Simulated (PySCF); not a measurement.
**A small calculation by hand: oscillator strength and radiative lifetime**

C3H8O2Si, SMILES C(C)(C[SiH2]O)=O.

Geometry optimised at PBE0-D3(BJ)/def2-SVP. Other conformers were not sampled.

PySCF 2.14.0 with TDA-PBE/def2-SVPD puts the first singlet state with f over 0.02 at 5.98 eV (vertical), with the transition dipole (-0.416, -0.339, 0.137) in atomic units.

### Question
Find the oscillator strength, the wavelength and the radiative lifetime that this transition would have in vacuum if emission retraced absorption.

### Answer

|μ|² = 0.3067 au, so |μ| = 1.41 D. ΔE = 5.98/27.211 = 0.2198 hartree. f = (2/3) ΔE |μ|² = 0.045 (the program prints 0.045).
λ = 1239.84/5.98 = 207 nm; ν = 48232 cm⁻¹.
Einstein's coefficient A = 0.6670 ν² f s⁻¹ (ν in cm⁻¹) = 7.0e7 s⁻¹, so τ = 1/A = 14 ns. This state is S4; the lower singlets have f = 0.004, 0.001, 0.014. The figure is the radiative limit of this one transition; relaxation, internal conversion, crossing to triplets and a medium change what is measured.
